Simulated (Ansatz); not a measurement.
`[F][InH2]` + H₂O → `[OH][InH2]` + H–F at 600 K and 1 bar (formal hydrolysis of the In–F bond).

Program: Ansatz. Geometries: PBE0-D4/def2-TZVP. ΔE: electronic, gas phase. CCSD(T)/CBS adds triple-zeta CCSD(T) − MP2 to the extrapolated MP2 energy (def2 sets, frozen cores). This one scheme is used for every species. def2 core potentials past Kr. For In outer-core shells are correlated without core-valence functions, which leaves a few kJ/mol of doubt a bond.

```csv
species,CCSD(T)/CBS energy (Eh),H − E (kJ/mol),S (J/(mol·K))
`[F][InH2]`,-290.81142,65.6,306.8
H₂O,-76.37941,76.8,212.8
`[OH][InH2]`,-266.78179,100.4,326.1
H–F,-100.39570,42.3,194.0
```

H − E and S are ideal-gas, rigid-rotor, harmonic terms from PBE0-D4/def2-TZVP. 1 Eh = 2625.50 kJ/mol, R = 8.31446 J/(mol·K).

Problem. By hand: ΔE, ΔH, ΔS and ΔG.

Solution. ΔE = (-266.78179) + (-100.39570) − (-290.81142) − (-76.37941) = 0.01334 Eh = 35.0 kJ/mol. Δ(H − E) = 100.4 + 42.3 − 65.6 − 76.8 = 0.3, so ΔH = 35.3 kJ/mol. ΔS = 326.1 + 194.0 − 306.8 − 212.8 = 0.5 J/(mol·K). ΔG = 35.3 − 600 × (0.5)/1000 = 35.0 kJ/mol.

Problem. By hand: the equilibrium constant, and the temperature at which ΔG would vanish if ΔH and ΔS stayed fixed.

Solution. log₁₀ K = −ΔG/(RT ln 10) = -3.0. ΔG = 0 at ΔH/ΔS = 70600 K, far beyond where these terms or the molecules hold.

The number of gas molecules stays the same, so ΔS is small and ΔH decides. A doubt of 5 kJ/mol in ΔE shifts log₁₀ K by 0.4 here. These are equilibria of isolated gas molecules and say nothing of rates. Largest T1 diagnostic: 0.017 (customary marks: 0.02 for closed shells, 0.045 for open ones).
